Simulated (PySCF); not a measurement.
## How methods differ on the ionisation energy of O⁺

O⁺ [He] 2s2 2p3 (4S) → O²⁺ [He] 2s2 2p2 (3P), as a difference of total energies. All numbers are calculated (PySCF 2.14, the spin-free X2C one-electron Hamiltonian (Gaussian nucleus), in x2c-QZVPPall). Correlated levels: valence and next inner shell: nothing frozen. The calculations carry no spin-orbit coupling.

| method | ionisation energy (eV) | plus first-order spin-orbit estimate | error of that sum (eV) |
| --- | --- | --- | --- |
| UHF | 34.569 | 34.542 | -0.579 |
| MP2 (valence and next inner shell) | 35.268 | 35.241 | +0.120 |
| SCS-MP2 (valence and next inner shell) | 34.996 | 34.968 | -0.153 |
| CCSD (valence and next inner shell) | 35.089 | 35.062 | -0.059 |
| CCSD(T) (valence and next inner shell) | 35.099 | 35.071 | -0.050 |

Reference: 35.121 eV (measured; NIST Atomic Spectra Database, ionization energies).

A first-order spin-orbit estimate (lowest level to lowest level, LS coupling) adds -0.028 eV.

Errors of the correlated levels include the incompleteness of this basis.
